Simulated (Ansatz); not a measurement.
Program: Ansatz. Geometries: PBE0-D4/def2-TZVP. ΔE: electronic, gas phase. CCSD(T)/CBS adds triple-zeta CCSD(T) − MP2 to the extrapolated MP2 energy (def2 sets, frozen cores). This one scheme is used for every species. DFT in def2-TZVPP. Each species was taken in one conformer, which may not be the lowest.

`C[SiH2]N[SiH3]` + `OB1CN1` → `C[SiH2]N[SiH2]O` + `B1CN1`  (redistribution)

Q: Is it downhill or uphill in electronic energy at CCSD(T)/CBS, and by how much? (Best estimate.)

A: Computed: Downhill: ΔE = -0.14 eV.

Q: What do these levels give: PBE-D4, ωB97M-V, B2PLYP, r2SCAN, PBE0, HF/def2-TZVPP, MP2/def2-TZVPP, SCS-MP2/def2-TZVPP, HF/def2-QZVPP, MP2/def2-QZVPP, HF/CBS(def2), CCSD/CBS(def2)? (Estimate.)

A: The calculation gave: PBE-D4 -0.02, ωB97M-V -0.10, B2PLYP -0.09, r2SCAN -0.07, PBE0 -0.03, HF/def2-TZVPP -0.07, MP2/def2-TZVPP -0.13, SCS-MP2/def2-TZVPP -0.12, HF/def2-QZVPP -0.08, MP2/def2-QZVPP -0.16, HF/CBS(def2) -0.08, CCSD/CBS(def2) -0.14 eV.

Largest T1 diagnostic among the species: 0.013.
